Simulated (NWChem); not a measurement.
System: C3H4S2; SMILES C1SCSC=1

The following NWChem deck was run.

```
start job
memory heap 200 mb stack 900 mb global 1100 mb
geometry units angstroms noautosym nocenter noautoz
  C      0.675933     0.076454    -1.266379
  C     -0.675931     0.076455    -1.266381
  S     -1.502651    -0.193494     0.272773
  C      0.000001     0.144385     1.280851
  S      1.502648    -0.193493     0.272769
  H      1.297370     0.182444    -2.166955
  H     -1.297371     0.182446    -2.166961
  H     -0.000001     1.202973     1.616410
  H      0.000002    -0.524497     2.162530
end
basis spherical
  * library 6-31g*
end
dft
  xc m05-2x
  iterations 150
end
cosmo
  dielec 78.4
end
task dft energy
```

NWChem printed, in part:

```
             Northwest Computational Chemistry Package (NWChem) 7.3.0
             --------------------------------------------------------

                             Geometry "geometry" -> ""
                             -------------------------

 Output coordinates in angstroms (scale by  1.889725989 to convert to a.u.)

  No.       Tag          Charge          X              Y              Z
 ---- ---------------- ---------- -------------- -------------- --------------
    1 C                    6.0000     0.67593300     0.07645400    -1.26637900
    2 C                    6.0000    -0.67593100     0.07645500    -1.26638100
    3 S                   16.0000    -1.50265100    -0.19349400     0.27277300
    4 C                    6.0000     0.00000100     0.14438500     1.28085100
    5 S                   16.0000     1.50264800    -0.19349300     0.27276900
    6 H                    1.0000     1.29737000     0.18244400    -2.16695500
    7 H                    1.0000    -1.29737100     0.18244600    -2.16696100
    8 H                    1.0000    -0.00000100     1.20297300     1.61641000
    9 H                    1.0000     0.00000200    -0.52449700     2.16253000

 Effective nuclear repulsion energy (a.u.)     270.3437012634

                                 NWChem DFT Module
                                 -----------------

 Summary of "ao basis" -> "ao basis" (spherical)
 ------------------------------------------------------------------------------
       Tag                 Description            Shells   Functions and Types
 ---------------- ------------------------------  ------  ---------------------
 C                           6-31g*                  6       14   3s2p1d
 S                           6-31g*                  8       18   4s3p1d
 H                           6-31g*                  2        2   2s

 in cosmo_initialize ...

 solvent parameters
 solvname_short: unkn
 solvname_long:  unknown
 dielec:       78.4000

          ---------------
          -cosmo- solvent
          ---------------
 Cosmo: York-Karplus, doi: 10.1021/jp992097l
 dielectric constant -eps-     =  78.40
 screen = (eps-1)/(eps    )    =   0.98724
 surface charge correction     = lagrangian

   van der Waals surface
 --------------------------

[...]

                                   COSMO solvation results
                                   -----------------------

                 gas phase energy =      -913.001290093609
                 sol phase energy =      -913.009521997433
 (electrostatic) solvation energy =         0.008231903824 (    5.17 kcal/mol)

                       DFT Final Molecular Orbital Analysis
                       ------------------------------------

 Vector   25  Occ=2.000000D+00  E=-3.879955D-01
              MO Center= -1.0D-05, -2.3D-01,  1.7D-01, r^2= 4.1D+00
   Bfn.  Coefficient  Atom+Function         Bfn.  Coefficient  Atom+Function
  ----- ------------  ---------------      ----- ------------  ---------------
    35      0.384732  3 S  px                67      0.384734  5 S  px
    49     -0.201843  4 C  px                36      0.199068  3 S  py
    68     -0.199061  5 S  py                38     -0.179881  3 S  s
    70      0.179880  5 S  s                  5     -0.157406  1 C  pz
    19      0.157410  2 C  pz                39      0.150243  3 S  px

 Vector   26  Occ=2.000000D+00  E=-3.285817D-01
              MO Center= -1.7D-05, -9.3D-02,  1.5D-01, r^2= 3.8D+00
   Bfn.  Coefficient  Atom+Function         Bfn.  Coefficient  Atom+Function
  ----- ------------  ---------------      ----- ------------  ---------------
    36      0.428050  3 S  py                68     -0.428045  5 S  py
    40      0.263037  3 S  py                72     -0.263034  5 S  py
    35     -0.230850  3 S  px                67     -0.230849  5 S  px
    32     -0.161783  3 S  py                64      0.161781  5 S  py
    39     -0.111271  3 S  px                71     -0.111269  5 S  px

 Vector   27  Occ=2.000000D+00  E=-2.522535D-01
              MO Center=  8.8D-07, -1.1D-01, -1.4D-01, r^2= 3.8D+00
   Bfn.  Coefficient  Atom+Function         Bfn.  Coefficient  Atom+Function
  ----- ------------  ---------------      ----- ------------  ---------------
    36      0.412823  3 S  py                68      0.412824  5 S  py
    40      0.287959  3 S  py                72      0.287960  5 S  py
     4     -0.250197  1 C  py                18     -0.250198  2 C  py
     8     -0.219727  1 C  py                22     -0.219728  2 C  py
    84     -0.169166  8 H  s                 32     -0.152597  3 S  py

 Vector   28  Occ=0.000000D+00  E= 3.293186D-02
              MO Center= -4.1D-05, -1.6D-01,  3.2D-01, r^2= 4.7D+00
   Bfn.  Coefficient  Atom+Function         Bfn.  Coefficient  Atom+Function
  ----- ------------  ---------------      ----- ------------  ---------------
    52      0.992697  4 C  s                 41     -0.615552  3 S  pz
    73     -0.615535  5 S  pz                55     -0.353168  4 C  pz
     6     -0.337135  1 C  s                 20     -0.337148  2 C  s
    37     -0.310316  3 S  pz                69     -0.310307  5 S  pz
    39     -0.305112  3 S  px                71      0.305099  5 S  px

 Vector   29  Occ=0.000000D+00  E= 3.744896D-02
              MO Center=  2.9D-05,  1.6D-02, -8.2D-01, r^2= 3.1D+00
   Bfn.  Coefficient  Atom+Function         Bfn.  Coefficient  Atom+Function
  ----- ------------  ---------------      ----- ------------  ---------------
     8      0.593375  1 C  py                22     -0.593376  2 C  py
    53     -0.367150  4 C  px                 4      0.363923  1 C  py
    18     -0.363924  2 C  py                38     -0.216684  3 S  s
    70      0.216692  5 S  s                 39     -0.202448  3 S  px
    71     -0.202470  5 S  px                41     -0.176813  3 S  pz

[...]
```

Level: M05-2X/6-31G* (spherical d), COSMO on the gas-phase geometry. Structure relaxed at the PBE-D3(BJ)/def2-SVP level. COSMO prints the solvation energy as gas minus solution, so a positive value is a stabilisation.
